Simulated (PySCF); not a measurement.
Tm²⁺ (thulium, charge +2) across methods

[Xe] 4f13, 2F determinant. All numbers are calculated (PySCF 2.14, the spin-free X2C one-electron Hamiltonian (Gaussian nucleus), in cc-pwCVTZ-X2C (12s11p9d7f4g1h, 186 functions)).

| method | E (hartree) | mean ε 5p β (eV) | mean ε 4f α (eV) | mean ε 4f β (eV) | Σ⟨r²⟩ (bohr²) | ⟨S²⟩ |
| --- | --- | --- | --- | --- | --- | --- |
| PBE | -13566.43 | -41.340 | -17.958 | -17.117 | 36.65 | 0.750 |
| r2SCAN | -13566.55 | -42.124 | -17.779 | -16.870 | 36.40 | 0.751 |
| LDA | -13557.26 | -41.627 | -18.287 | -17.413 | 36.62 | 0.750 |
| UHF | -13561.55498 | -47.322 | -28.521 | -27.113 | 35.94 | 0.751 |

Q: Estimate the same row for PBE0.

A: E (hartree) = -13566.19; mean ε 5p β (eV) = -43.126; mean ε 4f α (eV) = -20.748; mean ε 4f β (eV) = -19.779; Σ⟨r²⟩ (bohr²) = 36.35; ⟨S²⟩ = 0.751.

Spin-orbit coupling, absent here, splits the open shell strongly.
